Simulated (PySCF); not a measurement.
# Ni: excitation energy

Ni [Ar] 3d8 4s2 (3F) → Ni [Ar] 3d7 4s2 4p1 (high-spin determinant), as a difference of total energies. Calculation: PySCF 2.14, in def2-QZVPPD (11s6p5d4f2g, 100 functions); the non-relativistic Hamiltonian (point nucleus). Correlated levels: valence: [Ar] frozen; valence and next inner shell: [Ne] frozen. The calculations carry no spin-orbit coupling.

| method | excitation energy (eV) |
| --- | --- |
| UHF | 6.411 |
| LDA | 9.338 |
| PBE | 9.000 |
| PBE0 | 8.467 |
| r2SCAN | 8.709 |
| BLYP | 9.100 |
| B3LYP | 8.727 |
| B2PLYP | 8.488 |
| BP86 | 9.071 |
| MP2 (valence) | 8.280 |
| SCS-MP2 (valence) | 8.270 |
| MP2 (valence and next inner shell) | 8.605 |
| SCS-MP2 (valence and next inner shell) | 8.459 |

Task: How much does correlation contribute at MP2 (valence and next inner shell)?

Result: 8.605 − (6.411) = 2.194 eV, measured against UHF.

A first-order spin-orbit estimate (lowest level to lowest level, LS coupling) adds 0.011 eV.

The upper state lies above the first ionisation limit, but in LS coupling its spin forbids autoionisation to the ground ion.

The determinant of the upper state mixes LS terms, which raises its energy above the lowest term, most at the Hartree-Fock and MP2 levels.
